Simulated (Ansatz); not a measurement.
Ansatz (an electronic-structure program) job for Re(OH)4 (H₄O₄Re), SMILES [OH][Re]([OH])([OH])[OH] (connectivity only; charge and spin as stated), neutral, multiplicity 4, PBE/def2-TZVPD. Geometry: PBE-D3(BJ)/def2-SVP. The multiplicity is an assumed one; other spin states were not compared. The def2 effective core potentials stand for the cores of Re; spin–orbit coupling is left out. One conformer was computed; it need not be the lowest.

Ansatz 0.2 input:
```yaml
crystal:
  periodic: [false, false, false]
  atoms:
    - {symbol: Re, position_ang: [-0.07518610, 0.02006711, -0.00330324]}
    - {symbol: O, position_ang: [1.66501870, 0.84232514, 0.26472190]}
    - {symbol: H, position_ang: [1.64570751, 1.79989028, 0.05282847]}
    - {symbol: O, position_ang: [0.78612970, -1.71278033, -0.22402386]}
    - {symbol: H, position_ang: [1.74625801, -1.60331494, -0.38457896]}
    - {symbol: O, position_ang: [-1.34981499, -0.97876438, 1.00118628]}
    - {symbol: H, position_ang: [-1.22499289, -1.95407199, 0.98399137]}
    - {symbol: O, position_ang: [-0.51256431, 1.67246767, -0.89826946]}
    - {symbol: H, position_ang: [-1.23816793, 1.66647864, -1.55341731]}
basis:
  gaussian:
    orbitals: def2-TZVPD
hamiltonian:
  xc: {name: PBE}
magnetization: {spin_polarized: true, initial_magnetization: 3}
```

It prints:

```
WARN ansatz: RAYON_NUM_THREADS=2 ignored (pool sized by the plan → 2); use --threads N
Functional definition: PBE
integrals: 0.17 GiB planned
1307 factors; their error is unknown
mean field: 1.49 GiB planned
mean field evaluation 1: about -10358.0139 eV, gradient 8.7e1 eV
mean field evaluation 2: about -10091.3587 eV, gradient 2.5e2 eV
mean field evaluation 4: about -10376.9667 eV, gradient 3.8e1 eV
mean field evaluation 8: about -10382.4276 eV, gradient 1.8e0 eV
mean field evaluation 16: about -10382.4255 eV, gradient 6.8e-3 eV
mean field -10382.42546508 eV, -381.5470983811 hartree, gradient 1.6e-5 eV, S^2 3.762575; 1 other end points of the search recorded, 0 dependent functions left out
reference -10382.42553022 eV, -381.5471007748 hartree; 27, 24 occupied and 212, 215 virtual orbitals, 1307 factors
Total energy: -10382.42553022 eV, -381.5471007748 hartree
```

The run converged.
